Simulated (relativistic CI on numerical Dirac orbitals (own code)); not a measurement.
## Ge⁸⁺: q coefficients and field-shift factors

Calculated at this level of theory: Dirac-Coulomb-Breit CI, separate exchange-only KLI orbitals for each configuration, derivatives by finite differences, unscaled Slater integrals, QED left out (own radial code, finite nucleus).

CI space (outside the closed core [Ne]): 3s²3p⁶3d⁶, 3s²3p⁵3d⁷, 3s²3p⁶3d⁵4s, 3s²3p⁴3d⁸, 3s3p⁶3d⁷, 3s²3p⁶3d⁵4p, 3s²3p⁶3d⁴4s², 3p⁶3d⁸. Levels of other configurations are missing.

With x = (α/α₀)² − 1 an excitation energy changes as ω = ω₀ + qx; K = 2q/ω₀ is the relative enhancement. Terms are leading LS components, so labels can repeat. The field-shift factor is F = δν/δ⟨r²⟩ for the transition from the lowest level.

Lowest level 3s²3p⁶3d⁶ ⁵D4.

```csv
Level,ω₀ (cm⁻¹),q (cm⁻¹),F (GHz/fm²)
3s²3p⁶3d⁶ ⁵D3,2515.4,2675,0.0127
3s²3p⁶3d⁶ ⁵D2,4044.5,3926,0.0188
3s²3p⁶3d⁶ ⁵D1,5025.6,4803,0.0231
3s²3p⁶3d⁶ ⁵D0,5496.2,5204,0.0251
3s²3p⁶3d⁶ ³P2,37347.9,-150.7,0.0135
3s²3p⁶3d⁶ ³F4,43065.4,-1479,0.0363
3s²3p⁶3d⁶ ³H6,43795.6,782,0.0575
3s²3p⁶3d⁶ ³P1,44449.7,7167,0.0479
3s²3p⁶3d⁶ ³H5,44723.5,1110,0.0588
3s²3p⁶3d⁶ ³F3,45614.3,2217,0.0477
3s²3p⁶3d⁶ ³P0,46273.1,7283,0.0524
3s²3p⁶3d⁶ ³H4,46420.6,3575,0.0656
3s²3p⁶3d⁶ ³F2,46492.5,3047,0.0501
```

At this charge configurations can still be misplaced by up to about 7 % of their energy. Terms inside the open d or f shell come out 10 to 20 % too wide with unscaled integrals.

(1) Which transition from the lowest level has the largest |K|?

Answers

(1) 3s²3p⁶3d⁶ ⁵D3 at 2515.4 cm⁻¹, K = 2.13.
